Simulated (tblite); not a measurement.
Species: C₃H₄GeO.
SMILES with atom numbers: `[O:1]=[C:2]1[CH:3]=[CH:4][GeH2:5]1` (hydrogens: H6 on C3; H7 on C4; H8, H9 on Ge5)

Computed with GFN2-xTB (tblite), gas phase: L-BFGS steps from a force-field or distance-geometry start until the largest atomic force falls under 0.01 eV/Å.

Step 8: E = -390.5452 eV
```
atom  x, y, z in Å  |  force x, y, z in eV/Å
O1     -0.9735    1.8431    1.2347    0.173   0.122   0.045
C2     -0.5055    0.9248    0.6299   -0.185  -0.027  -0.028
C3     -1.1471   -0.2864    0.1117   -0.340   0.089   0.182
C4     -0.2077   -1.0085   -0.5080    0.148   0.207   0.040
Ge5     1.2651    0.2743   -0.1502   -0.031   0.201   0.064
H6     -2.1936   -0.5008    0.2465   -0.146  -0.076  -0.019
H7     -0.4201   -1.9412   -0.9822    0.131  -0.345  -0.211
H8      2.3468   -0.2474    0.7822    0.112   0.010  -0.214
H9      1.8492    0.9481   -1.3899    0.138  -0.180   0.140
```

Step 9: E = -390.5598 eV
```
atom  x, y, z in Å  |  force x, y, z in eV/Å
O1     -0.9707    1.8514    1.2407    0.054  -0.021  -0.041
C2     -0.5271    0.9258    0.6288    0.101   0.035   0.056
C3     -1.1508   -0.2930    0.1160   -0.217   0.113   0.045
C4     -0.2062   -1.0085   -0.5119   -0.050   0.195   0.130
Ge5     1.2589    0.2840   -0.1430    0.049   0.190   0.023
H6     -2.1958   -0.4994    0.2458   -0.255  -0.160  -0.007
H7     -0.4208   -1.9473   -0.9847    0.174  -0.184  -0.133
H8      2.3609   -0.2466    0.7687    0.047   0.012  -0.212
H9      1.8653    0.9397   -1.3857    0.097  -0.181   0.139
```

Step 10: E = -390.5692 eV
```
atom  x, y, z in Å  |  force x, y, z in eV/Å
O1     -0.9653    1.8576    1.2440   -0.030  -0.085  -0.073
C2     -0.5391    0.9268    0.6288    0.210   0.057   0.096
C3     -1.1563   -0.2960    0.1189   -0.188   0.133  -0.011
C4     -0.2076   -1.0060   -0.5124   -0.119   0.038   0.087
Ge5     1.2556    0.2935   -0.1379    0.051   0.114   0.007
H6     -2.2026   -0.5019    0.2453   -0.223  -0.169  -0.004
H7     -0.4158   -1.9535   -0.9886    0.200   0.051  -0.012
H8      2.3691   -0.2460    0.7571    0.015   0.013  -0.194
H9      1.8756    0.9314   -1.3804    0.083  -0.153   0.103
```

Step 11: E = -390.5785 eV
```
atom  x, y, z in Å  |  force x, y, z in eV/Å
O1     -0.9618    1.8626    1.2462   -0.087  -0.086  -0.063
C2     -0.5471    0.9283    0.6304    0.190   0.031   0.097
C3     -1.1652   -0.2962    0.1216   -0.083   0.093  -0.076
C4     -0.2114   -1.0028   -0.5112   -0.154  -0.034   0.068
Ge5     1.2532    0.3049   -0.1326    0.009  -0.030  -0.009
H6     -2.2134   -0.5076    0.2447   -0.126  -0.129  -0.001
H7     -0.4074   -1.9580   -0.9923    0.193   0.244   0.093
H8      2.3784   -0.2451    0.7411   -0.011   0.012  -0.153
H9      1.8884    0.9199   -1.3732    0.070  -0.101   0.043
```

**Question.** Estimate the geometry and energy of step 12. (The exact step hangs on the optimiser's Hessian estimate; all steps are aligned on step 11, rigid shifts and turns removed.)

**Answer.** E = -390.5854 eV, largest force 0.370 eV/Å
```
atom  x, y, z in Å  |  force x, y, z in eV/Å
O1     -0.9644    1.8637    1.2470   -0.092  -0.025  -0.016
C2     -0.5500    0.9294    0.6337    0.068  -0.021   0.057
C3     -1.1737   -0.2939    0.1222   -0.020   0.046  -0.079
C4     -0.2165   -0.9995   -0.5080   -0.099  -0.043   0.041
Ge5     1.2521    0.3133   -0.1289   -0.031  -0.153  -0.026
H6     -2.2235   -0.5141    0.2442   -0.010  -0.062  -0.001
H7     -0.4000   -1.9575   -0.9931    0.161   0.306   0.131
H8      2.3874   -0.2440    0.7244   -0.024   0.005  -0.099
H9      1.9022    0.9086   -1.3668    0.048  -0.053  -0.008
```

The energy changes by -0.0069 eV. The first-order estimate −F·Δx gives -0.0098 eV and the mean of the old and new forces, exact on a quadratic surface, -0.0069 eV. The step makes an angle of 58° with the force vector and moves no atom by more than 0.019 Å.

What follows is the cost of the whole relaxation. Hardware: one thread of an Arm Neoverse N1, shared host. Cost: 0.19 s.
